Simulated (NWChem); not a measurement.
System meant: C2H8OSn; SMILES CC[O][SnH3]

The following NWChem deck was run.

```
start job
memory heap 200 mb stack 900 mb global 1100 mb
geometry units angstroms noautoz
  Sn     0.020113     0.976886    -0.001484
  O      0.505953    -0.955758     0.003716
  C     -0.482973    -1.948504     0.004066
  C      0.181401    -3.308705     0.001956
  H     -0.899273     1.287920    -1.418084
  H     -0.895923     1.297271     1.415205
  H      1.534867     1.761029    -0.005606
  H     -1.144908    -1.866431     0.893188
  H     -1.147546    -1.864922    -0.882965
  H      0.816999    -3.424267     0.892754
  H     -0.567814    -4.115801    -0.002034
  H      0.820768    -3.418934    -0.886830
end
basis spherical
  Sn library def2-svp
  O library def2-svp
  C library def2-svp
  H library def2-svp
end
dft
  xc b3lyp
  iterations 150
  mulliken
end
task dft energy
```

End of the output:

```
             Grid Information
             ----------------
          Grid used for XC integration:  medium
          Radial quadrature: Mura-Knowles
          Angular quadrature: Lebedev.
          Tag              B.-S. Rad. Rad. Pts. Rad. Cut. Ang. Pts.
          ---              ---------- --------- --------- ---------
          Sn                  1.45      123          12.0       590
          O                   0.60       49          10.0       434
          C                   0.70       49          12.0       434
          H                   0.35       45          14.0       434
          Grid pruning is: on
          Number of quadrature shells:   630
          Spatial weights used:  Erf1

          Convergence Information
          -----------------------
          Convergence aids based upon iterative change in
          total energy or number of iterations.
          Levelshifting, if invoked, occurs when the
          HOMO/LUMO gap drops below (HL_TOL):  1.00D-02
          DIIS, if invoked, will attempt to extrapolate
          using up to (NFOCK): 10 stored Fock matrices.

                    Damping( 0%)  Levelshifting(0.5)       DIIS
                  --------------- ------------------- ---------------
          dE  on:    start            ASAP                start
          dE off:    2 iters        150 iters           150 iters

      Screening Tolerance Information
      -------------------------------
          Density screening/tol_rho:  1.00D-10
          AO Gaussian exp screening on grid/accAOfunc:  14
          CD Gaussian exp screening on grid/accCDfunc:  20
          XC Gaussian exp screening on grid/accXCfunc:  20
          Schwarz screening/accCoul:  1.00D-08

      Superposition of Atomic Density Guess
      -------------------------------------

      charge =      50.0 Sn (Tin)

      symmetry species            s     p     d     f
      number of basis functions =10     7     6
      number of cont. functions = 4     4     2
      number of closed shells   = 5     3     2
      number of open shells     = 0     1     0
      open shell occupation     = 0     2     0
 ------------------------------------------------------------------------
 atomscf:atomd: error in atom scf                   0
 ------------------------------------------------------------------------
 ------------------------------------------------------------------------
  current input line :
    28: task dft energy
 ------------------------------------------------------------------------
 ------------------------------------------------------------------------
 This error has not yet been assigned to a category
 ------------------------------------------------------------------------
 For more information see the NWChem manual at https://nwchemgit.github.io

0:atomscf:atomd: error in atom scf:Received an Error in Communication
```

Find the fault in this run and fix the input.

The program stopped with an error. Cause: the def2 basis of a heavy element holds valence functions alone and wants its effective core potential (without it all electrons must fit into that basis). This input runs:
```
start job
memory heap 200 mb stack 900 mb global 1100 mb
geometry units angstroms noautoz
  Sn     0.020113     0.976886    -0.001484
  O      0.505953    -0.955758     0.003716
  C     -0.482973    -1.948504     0.004066
  C      0.181401    -3.308705     0.001956
  H     -0.899273     1.287920    -1.418084
  H     -0.895923     1.297271     1.415205
  H      1.534867     1.761029    -0.005606
  H     -1.144908    -1.866431     0.893188
  H     -1.147546    -1.864922    -0.882965
  H      0.816999    -3.424267     0.892754
  H     -0.567814    -4.115801    -0.002034
  H      0.820768    -3.418934    -0.886830
end
basis spherical
  Sn library def2-svp
  O library def2-svp
  C library def2-svp
  H library def2-svp
end
ecp
  Sn library def2-ecp
end
dft
  xc b3lyp
  iterations 150
  mulliken
end
task dft energy
```
It converges to -370.47615 Ha (B3LYP/def2-SVP with def2 effective core potentials on Sn).
